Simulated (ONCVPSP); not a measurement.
Ranking ONCV potentials for ruthenium

All share these settings but for the change named:

- Element: Ru
- Generator: ONCVPSP 4.0.1
- Type: optimised norm-conserving Vanderbilt (ONCV)
- Functional: PBE
- Relativity: scalar-relativistic
- Frozen core: [Ar] 3d10
- Valence charge: 16
- Reference configuration: 4s2 4p6 4d7 5s1
- Partial waves: 4s+5s: rc 1.40 bohr, ncon 3, nbas 6, qcut 7.7 1/bohr, 2 projectors; 4p: rc 1.90 bohr, ncon 4, nbas 7, qcut 5.6 1/bohr, 2 projectors, debl 1.1 Ha; 4d: rc 2.05 bohr, ncon 4, nbas 9, qcut 7.7 1/bohr, 2 projectors, debl 3.8 Ha
- Local potential: polynomial inside 1.35 bohr (lpopt 2, dvloc0 0 Ha)
- Core correction: Teter function, fcfact 3.75, rcfact 1.7

In the p channel the program set the typed energies aside and used -1.706, 0.250 Ha.

Test errors are all-electron minus pseudo excitation energies from the reference, over 4s2 4p6 4d7 5s0; 4s2 4p6 4d6 5s0; 4s2 4p6 4d5 5s0; 4s2 4p6 4d6 5s1. None of these files shows a bound ghost.

The base gives 6.6 meV.

Of 9 variants that were run, those that failed, showed a ghost or another fault, or gave nearly equal values are left out.

Task: Rank these variants by their largest absolute test error, smallest first.
A. core correction Teter function, fcfact 3.75, rcfact 2.04
B. core correction Teter function, fcfact 3.75, rcfact 1.82
C. core correction Teter function, fcfact 3.75, rcfact 1.9
D. core correction Teter function, fcfact 3.75, rcfact 1.2

Result: B (4.0 meV), D (10.1 meV), C (12.9 meV), A (45.7 meV).
